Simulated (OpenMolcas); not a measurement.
Pd3+: ligand-field states by method

Pd3+ with 6 ligands (chloride) in octahedral coordination (Oh) at 2.52 Å. A charge of +0.5 e stands 2.6 Å behind each ligand. Ligand basis ANO-RCC-VDZP.
```
Pd    0.0000    0.0000    0.0000
Cl    2.5200    0.0000    0.0000
Cl    0.0000    2.5200    0.0000
Cl   -2.5200    0.0000    0.0000
Cl    0.0000   -2.5200    0.0000
Cl    0.0000    0.0000    2.5200
Cl    0.0000    0.0000   -2.5200
```

```json
{
  "Program": "OpenMolcas",
  "Basis": "ANO-RCC-VTZP [7s6p4d2f1g]",
  "Scalar Hamiltonian": "DKH2, point nucleus",
  "Active space": "7 electrons in 5 orbitals (4d)",
  "State averaging": "2S+1 = 4 even, 10 roots; 2S+1 = 2 even, 40 roots",
  "Spin-orbit coupling": "RASSI with atomic mean-field integrals over the reference wave functions"
}
```

I. CASSCF
II. SS-CASPT2, IPEA 0.25 Eh, sigma2 regulariser 0.3 Eh (closed shells correlated: 4s 4p and the ligand valence shells)

Spin-free states (labels of O, the rotations of Oh) in cm-1, each column counted from its own energy of the first state listed:

```csv
State,Degeneracy,I,II
4T1,3,0,0
2E,2,1322,-10260
2S+1 = 2,3,11134,4110
4T2,3,11299,19450
2S+1 = 2,3,11351,2060
2S+1 = 2,3,14793,4450
4T1,3,20599,25110
2S+1 = 2,3,21542,12420
```

II puts a state of multiplicity 2 lowest, 10000 cm-1 below that state.

From I to II, I's first state of the same spin (4T2) moves from 11299 to 19450 cm-1, by about +8200 cm-1.

From I to II, I's first state of another spin (2E) moves from 1322 to -10260 cm-1, by about -12000 cm-1.

χT at 300 K: I 2.79, II 0.48 cm3 K/mol.

Roots that are degenerate in the reference are averaged as groups; the widest CASPT2 spread within a group is 1100 cm-1 (the 3-fold group of multiplicity 2 near 12300 cm-1 above the lowest state of its run, II). Shifts and gaps below about the spread of the groups concerned are not significant. Over all roots computed the reference weight is 0.61 to 0.65 in II; a low but even weight reflects the number of correlated electrons. The least metal-like active orbital is 69 % on the metal (Löwdin) and no ligand orbital is active, so the numbers are rough, and ground spin, moment and any spin crossover can be artefacts of this space; highly charged d ions in such sites are as a rule low spin. Ligand-to-metal charge-transfer states are missing. With no ligand orbital active B as a rule stays too high, so bands that hang on it stand too high and its fall with covalency is understated. An orbital triplet at a regular site is open to Jahn-Teller coupling, which can distort the site and quench the lowest spin-orbit gaps and is left out (holds for I). Without dynamic correlation the repulsion within the d shell is too large (B by tens of per cent), so at a given field states of lower spin stand too high (holds for I). This shell can be high or low spin here, a state of another spin lies low, and with metal d orbitals alone active their balance is uncertain, so the ground spin may be wrong (holds for I). With metal d orbitals alone the field can be off either way by tens of per cent (holds for I). An orbital doublet at a regular site is open to a Jahn-Teller distortion, which this geometry leaves out (holds for II). This shell can be high or low spin here, a state of another spin lies low, and with metal d orbitals alone active their balance is uncertain, so the ground spin may be wrong, although the usual error favours high spin (holds for II). With one d shell and no ligand orbital active, 10Dq can be off by a tenth or more (holds for II). No measured value stands beside these numbers; the geometry is a model, was not optimised and need not be the one that this ion takes.
